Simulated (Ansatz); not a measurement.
`OB(F)[SiH3]` + `C[O][Ge]([F])([SH])[Cl]` → `CO[SiH2]B(O)F` + `[F][GeH]([SH])[Cl]`  (redistribution)

Gas-phase electronic energies from Ansatz, PBE0-D4/def2-TZVP geometries. CCSD(T)/CBS adds triple-zeta CCSD(T) − MP2 to the extrapolated MP2 energy (def2 sets, frozen cores). For Ge outer-core shells are correlated without core-valence functions, which leaves a few kJ/mol of doubt a bond. Scalar relativity is left out up to krypton. Each species was taken in one conformer, which may not be the lowest.

`OB(F)[SiH3]`:

Cartesian coordinates in Å:
```
O -0.637 -1.780 0.586
B -0.811 -0.625 -0.090
F -1.966 -0.505 -0.735
Si 0.542 0.897 -0.184
H 0.205 -1.839 1.042
H -0.041 2.149 0.368
H 1.759 0.557 0.606
H 0.950 1.146 -1.592
```

`C[O][Ge]([F])([SH])[Cl]`:

Cartesian coordinates in Å:
```
C 1.526 -0.663 0.159
O 0.413 0.060 0.666
Ge -0.917 0.464 -0.390
F -1.423 -1.015 -1.127
S -2.503 1.406 0.764
Cl -0.323 1.699 -2.015
H 2.205 -0.831 0.996
H 2.054 -0.093 -0.612
H 1.224 -1.629 -0.254
H -2.255 0.600 1.813
```

`CO[SiH2]B(O)F`:

```xyz
12

C    -0.642    1.494   -1.240
O    -0.526    0.426   -0.327
Si    0.930   -0.228    0.126
B     0.293   -1.663    1.411
O    -1.030   -1.796    1.628
F     1.102   -2.490    2.061
H    -0.135    2.391   -0.867
H    -1.701    1.723   -1.372
H    -0.218    1.231   -2.215
H     1.799    0.815    0.746
H     1.662   -0.747   -1.067
H    -1.535   -1.155    1.114
```

`[F][GeH]([SH])[Cl]`:

Cartesian coordinates in Å:
```
F 0.148 1.452 1.141
Ge -0.232 -0.092 0.464
S -0.643 0.123 -1.675
Cl 1.523 -1.255 0.805
H -1.430 -0.661 1.221
H 0.635 0.432 -1.957
```

| species | CCSD(T)/def2-TZVPP energy (Eh) |
| --- | --- |
| `OB(F)[SiH3]` | -491.21943 |
| `C[O][Ge]([F])([SH])[Cl]` | -3148.51424 |
| `CO[SiH2]B(O)F` | -605.62980 |
| `[F][GeH]([SH])[Cl]` | -3034.12015 |

Problem. Work out ΔE.

Solution. ΔE = (-605.62980) + (-3034.12015) − (-491.21943) − (-3148.51424) = -0.01628 Eh = -42.7 kJ/mol. CCSD(T)/CBS gives -47.4 kJ/mol.

Largest T1 diagnostic among the species: 0.014.

In def2-TZVPP, CCSD(T) changes the Hartree–Fock value by +10.1 kJ/mol (the triples alone add +2.5 kJ/mol) and MP2 by +8.5 kJ/mol.
